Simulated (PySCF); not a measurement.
## EPR parameters of C6H8N

Species: C₆H₈N (doublet state).
Geometry (GFN2-xTB, Å), atoms numbered from 1 in this order:
```
atom  x, y, z in Å
C1     2.1593    0.1090   -0.3154
C2     0.8806   -0.5868   -0.0528
C3    -0.3804    0.1230    0.0269
C4    -0.3241    1.5343   -0.1750
N5    -0.2957    2.6679   -0.3337
C6    -1.6779   -0.5420   -0.4560
C7    -1.4740   -0.3404    0.9998
H8     2.0720    0.7900   -1.1660
H9     2.4615    0.7266    0.5391
H10    2.9538   -0.6062   -0.5122
H11    0.8713   -1.6456    0.1398
H12   -1.5818   -1.5379   -0.8606
H13   -2.3899    0.0845   -0.9720
H14   -1.2355   -1.1955    1.6138
H15   -2.0435    0.4270    1.5025
```

The hyperfine couplings belong to this conformer and change with its torsions.

As a line formula: `C[CH]C1(C#N)CC1` [radical].

Computed with PySCF, UKS B3LYP, pcH-1 on C H N, non-relativistic, mean-field spin-orbit, GIAO. The structure is a single GFN2-xTB conformer in the gas phase; no vibrational or solvent corrections. GFN2-xTB frequencies show an imaginary mode (43i cm⁻¹), so this geometry is no minimum at that level. The geometry wasn't refined by DFT: couplings that depend on bond lengths, twists or pyramidal angles can differ widely from those at the functional's own minimum. No stability test was run, so a lower SCF solution isn't excluded.

| Item | Value |
| --- | --- |
| g1, g2, g3 | 2.00214, 2.00270, 2.00306 |
| g_iso | 2.00263 |
| Form of g | rhombic: the two nearest values differ by 39 % of g3 − g1 |
| ⟨S²⟩ | 0.7547 (exact 0.7500) |
| α and β electrons | 26, 25 |
| HOMO–LUMO gap, α and β orbitals | 5.88, 6.66 eV |
| Total energy | -288.12778 Eh |
| Basis functions | 255 |

Hyperfine couplings atom by atom, in MHz; T1 to T3 are the principal values of the dipolar part; ρ(0) is the spin density at the nucleus:

```json
{"atom": "C1", "isotope": "13C", "a_iso": "-33.8", "T1": "-2.4", "T2": "0.9", "T3": "1.5", "Mulliken spin population": "-0.08", "ρ(0) (bohr⁻³)": "-0.0301"}
{"atom": "C2", "isotope": "13C", "a_iso": "86.2", "T1": "-78.6", "T2": "-77.8", "T3": "156.4", "Mulliken spin population": "0.99", "ρ(0) (bohr⁻³)": "0.0767"}
{"atom": "C3", "isotope": "13C", "a_iso": "-40.1", "T1": "-2.5", "T2": "-1.4", "T3": "3.9", "Mulliken spin population": "-0.10", "ρ(0) (bohr⁻³)": "-0.0357"}
{"atom": "C4", "isotope": "13C", "a_iso": "1.4", "T1": "-0.7", "T2": "-0.5", "T3": "1.2", "Mulliken spin population": "0.01", "ρ(0) (bohr⁻³)": "0.0013"}
{"atom": "N5", "isotope": "14N", "a_iso": "-0.1", "T1": "-0.4", "T2": "0.0", "T3": "0.5", "Mulliken spin population": "-0.01", "ρ(0) (bohr⁻³)": "-0.0004"}
{"atom": "C6", "isotope": "13C", "a_iso": "45.3", "T1": "-8.2", "T2": "-8.1", "T3": "16.3", "Mulliken spin population": "0.07", "ρ(0) (bohr⁻³)": "0.0403"}
{"atom": "C7", "isotope": "13C", "a_iso": "42.7", "T1": "-7.9", "T2": "-7.8", "T3": "15.6", "Mulliken spin population": "0.07", "ρ(0) (bohr⁻³)": "0.0380"}
{"atom": "H8", "isotope": "1H", "a_iso": "85.1", "T1": "-4.7", "T2": "-3.8", "T3": "8.6", "Mulliken spin population": "0.03", "ρ(0) (bohr⁻³)": "0.0190"}
{"atom": "H9", "isotope": "1H", "a_iso": "139.8", "T1": "-5.2", "T2": "-3.3", "T3": "8.5", "Mulliken spin population": "0.06", "ρ(0) (bohr⁻³)": "0.0313"}
{"atom": "H10", "isotope": "1H", "a_iso": "8.8", "T1": "-4.7", "T2": "-3.8", "T3": "8.5", "Mulliken spin population": "0.00", "ρ(0) (bohr⁻³)": "0.0020"}
{"atom": "H11", "isotope": "1H", "a_iso": "-61.2", "T1": "-37.0", "T2": "-0.2", "T3": "37.2", "Mulliken spin population": "-0.05", "ρ(0) (bohr⁻³)": "-0.0137"}
{"atom": "H12", "isotope": "1H", "a_iso": "-5.6", "T1": "-5.8", "T2": "-1.2", "T3": "7.0", "Mulliken spin population": "0.00", "ρ(0) (bohr⁻³)": "-0.0012"}
{"atom": "H13", "isotope": "1H", "a_iso": "8.5", "T1": "-4.5", "T2": "-1.5", "T3": "6.0", "Mulliken spin population": "0.00", "ρ(0) (bohr⁻³)": "0.0019"}
{"atom": "H14", "isotope": "1H", "a_iso": "-5.4", "T1": "-5.6", "T2": "-1.2", "T3": "6.8", "Mulliken spin population": "0.00", "ρ(0) (bohr⁻³)": "-0.0012"}
{"atom": "H15", "isotope": "1H", "a_iso": "9.1", "T1": "-4.4", "T2": "-1.5", "T3": "5.8", "Mulliken spin population": "0.00", "ρ(0) (bohr⁻³)": "0.0020"}
```

The largest Mulliken spin populations are on C2 (+0.99), C3 (-0.10), C1 (-0.08) and C6 (+0.07). No atom but C2 exceeds +0.15. The positive populations add up to 1.24 and the negative ones to -0.24, together 2S = 1. The angles at C2 add up to 359.9°, so it is planar; its axial dipolar tensor and the negative coupling of its proton fit spin in a p orbital normal to that plane.

Axes: g2 points within 13° of the C1–C2 bond.

Under fast tumbling the dipolar parts average out, and these isotropic splittings remain: 3 × 1H (H8/H9/H10, I = 1/2, 4 lines) with 2.78 mT, 1 × 1H (H11, I = 1/2, 2 lines) with 2.18 mT, 2 × 1H (H13/H15, I = 1/2, 3 lines) with 0.31 mT and 2 × 1H (H12/H14, I = 1/2, 3 lines) with 0.20 mT.

Means are taken over nuclei equivalent by connectivity, which assumes that they swap fast. The three 1H nuclei of mean +77.9 MHz run from 8.8 to 139.8 MHz in the frozen geometry.

The 13C coupling of C2 (86.2 MHz) shows only in satellite lines or after enrichment, since that isotope makes up about 1.07 % of natural carbon.

Examples of negative spin density at the nucleus (bohr⁻³): C3 (-0.0357), C1 (-0.0301) and H11 (-0.0137).

Hardware: an Arm Neoverse V1 with one thread, no GPU, shared host. Cost: 49 s (grids of density and orbitals included), 1.1 GiB resident at most.
